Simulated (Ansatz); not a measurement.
A run for Ansatz (a first-principles code): R-wB97M-V/def2-TZVPP on H4SeSi (SMILES [SiH3][SeH]), a point of a torsion scan.

Ansatz 0.2 input:
```yaml
crystal:
  periodic: [false, false, false]
  atoms:
    - {symbol: Si, position_ang: [-0.62405427, 0.00558405, 0.00241354]}
    - {symbol: Se, position_ang: [1.50369322, 0.83139376, -0.08102130]}
    - {symbol: H, position_ang: [-0.78098543, -0.75051134, 1.24006911]}
    - {symbol: H, position_ang: [-1.46186484, 1.19478120, -0.02211947]}
    - {symbol: H, position_ang: [-0.80890155, -0.84189330, -1.16872429]}
    - {symbol: H, position_ang: [2.13145692, -0.37905207, -0.52458323]}
basis:
  gaussian:
    orbitals: def2-TZVPP
hamiltonian:
  xc: {name: wB97M-V}
scf: {lower_state_search: off}
```

It printed:

```
WARN ansatz: RAYON_NUM_THREADS=1 ignored (pool sized by the plan → 1); use --threads N
Functional definition: wB97M-V
these checks for a lower state are left out or cut short: stability, starts, cluster_reference, orbital_swaps, neighbouring_geometries, increment
integrals: 0.08 GiB planned
922 factors; their error is unknown
integrals: 0.12 GiB planned
197 factors; integrals over basis functions are off by at most 2.1e-5 eV
mean field: 0.73 GiB planned
mean field evaluation 1: about -73287.9164 eV, gradient 9.9e0 eV
mean field evaluation 2: about -73288.2038 eV, gradient 3.3e0 eV
mean field evaluation 4: about -73288.2402 eV, gradient 5.0e-1 eV
mean field evaluation 8: about -73288.4849 eV, gradient 8.0e-3 eV
mean field evaluation 16: about -73288.4849 eV, gradient 2.7e-6 eV
mean field -73288.48485287 eV, -2693.3021416237 hartree, gradient 2.7e-6 eV, S^2 0.000000; 0 other end points of the search recorded, 0 dependent functions left out
reference -73288.48489649 eV, -2693.3021432269 hartree; 26, 26 occupied and 120, 120 virtual orbitals, 922 factors
Total energy: -73288.48489649 eV, -2693.3021432269 hartree
Checks for a lower state left out: stability, starts, cluster_reference, orbital_swaps, neighbouring_geometries, increment
```

Self-consistency was reached.

Cost: about 5 core-seconds (a rough figure).
